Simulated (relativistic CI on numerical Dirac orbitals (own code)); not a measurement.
# Radial parameters of Te⁴⁶⁺

These numbers are calculated, not measured: Dirac-Coulomb-Breit CI, KLI orbitals optimised for each configuration, model QED, unscaled Slater integrals (own radial code, finite nucleus).

Slater integrals F^k, G^k are unscaled and averaged over j, outside the closed core 1s2; ζ comes from projecting the Hamiltonian with its Breit term on Σ l·s of the shell.

- 2s2 2p2: F^2(2p,2p) = 963390, ζ(2p) = 1.6143e+06 cm⁻¹; <r>(2p) = 0.09866, <r^2>(2p) = 0.01179 (bohr units).
- 2s 2p3: F^2(2p,2p) = 962200, G^1(2s,2p) = 1.0192e+06, ζ(2p) = 1.6074e+06 cm⁻¹; <r>(2s) = 0.1141, <r^2>(2s) = 0.01532, <r>(2p) = 0.09878, <r^2>(2p) = 0.01182 (bohr units).
- 2p4: F^2(2p,2p) = 960320, ζ(2p) = 1.6007e+06 cm⁻¹; <r>(2p) = 0.09896, <r^2>(2p) = 0.01186 (bohr units).

Averages of the first 10 configurations, taken without configuration mixing, which lowers the lowest level and can move excited configurations by several eV; other configurations of the list can lie among them:

```json
{"Configuration": "2s2 2p2", "Parity": "even", "States": "15", "Average energy above the lowest level (eV)": "395.4"}
{"Configuration": "2s 2p3", "Parity": "odd", "States": "40", "Average energy above the lowest level (eV)": "780.0"}
{"Configuration": "2p4", "Parity": "even", "States": "15", "Average energy above the lowest level (eV)": "1206.1"}
{"Configuration": "2p3 3s", "Parity": "odd", "States": "40", "Average energy above the lowest level (eV)": "5593.8"}
{"Configuration": "2p3 3p", "Parity": "even", "States": "120", "Average energy above the lowest level (eV)": "5706.3"}
{"Configuration": "2p3 3d", "Parity": "odd", "States": "200", "Average energy above the lowest level (eV)": "5804.3"}
{"Configuration": "2s2 2p 3s", "Parity": "odd", "States": "12", "Average energy above the lowest level (eV)": "4837.6"}
{"Configuration": "2s2 2p 3p", "Parity": "even", "States": "36", "Average energy above the lowest level (eV)": "4956.8"}
{"Configuration": "2s2 2p 3d", "Parity": "odd", "States": "60", "Average energy above the lowest level (eV)": "5055.0"}
{"Configuration": "2s 2p2 3s", "Parity": "even", "States": "60", "Average energy above the lowest level (eV)": "5194.7"}
```
